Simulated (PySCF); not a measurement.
Gas-phase reaction: ZnF₂ + 2 Cl → ZnCl₂ + 2 F

Energies from PySCF, thermal terms from the rigid-rotor harmonic-oscillator model, ideal gas at 1 bar. † marks an energy on the PBE0/def2-TZVP geometry and frequencies; other levels use their own. Open shells (unrestricted): Cl (multiplicity 2), F (multiplicity 2); the rest are closed-shell singlets. Spin-orbit splitting is ignored; it lowers the true energy and changes the entropy of Cl, F. Zn: all electrons, no relativistic terms.

PBE0/def2-TZVP gives ΔH°(298 K) = 119 kJ.

Q: What do LDA/def2-TZVP†, r2SCAN/def2-TZVP†, PBE/def2-SVP give?

A: LDA/def2-TZVP†: 209 kJ; r2SCAN/def2-TZVP†: 134 kJ; PBE/def2-SVP: 162 kJ. For scale, ΔH°(298 K) is 119 kJ at this level, 130 kJ at ωB97M-V/def2-TZVP†, and runs from 13 to 209 kJ over the 19 levels computed († marks an energy on the PBE0/def2-TZVP geometry).
